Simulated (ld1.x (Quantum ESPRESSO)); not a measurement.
u(r) = r·R(r): atom against pseudo-atom (magnesium)

Columns: radius, all-electron u(r) and pseudo u(r) of the 2p shell (level -46.55 eV) of magnesium in the configuration [He] 2s2 2p6 3s2 3p0; PBEsol, scalar-relativistic, TM scheme, ld1.x (Quantum ESPRESSO) 7.5.

```tsv
r (bohr)	all-electron	pseudo
0.057	0.1241	0.0407
0.115	0.3661	0.1597
0.172	0.6073	0.3366
0.230	0.8128	0.5519
0.288	0.9663	0.7729
0.345	1.0674	0.9672
0.402	1.1258	1.1174
0.460	1.1494	1.2126
0.518	1.1454	1.2492
0.575	1.1215	1.2360
0.632	1.0836	1.1874
0.690	1.0352	1.1162
0.747	0.9815	1.0371
0.805	0.9235	0.9564
0.862	0.8650	0.8816
0.920	0.8055	0.8121
0.977	0.7481	0.7500
1.035	0.6916	0.6919
1.092	0.6385	0.6385
1.150	0.5871	0.5871
1.208	0.5388	0.5388
1.265	0.4942	0.4942
1.322	0.4527	0.4527
1.380	0.4134	0.4134
1.438	0.3770	0.3770
1.495	0.3441	0.3441
```

**Question.** How many radial nodes do the two functions have?

**Answer.** The all-electron 2p function has n − l − 1 = 0; the pseudo-wave has 0.

**Question.** At about which radius was the pseudo-wave matched?

**Answer.** 1.15 bohr. The columns agree to 0.0005 from 1.03 bohr on; several derivatives are matched, so the curves merge somewhat inside the radius.

**Question.** Is the pseudo-wave norm-conserving?

**Answer.** Yes: the TM scheme keeps the norm inside the radius equal to the all-electron one, which fixes the energy derivative of the logarithmic derivative at the level.
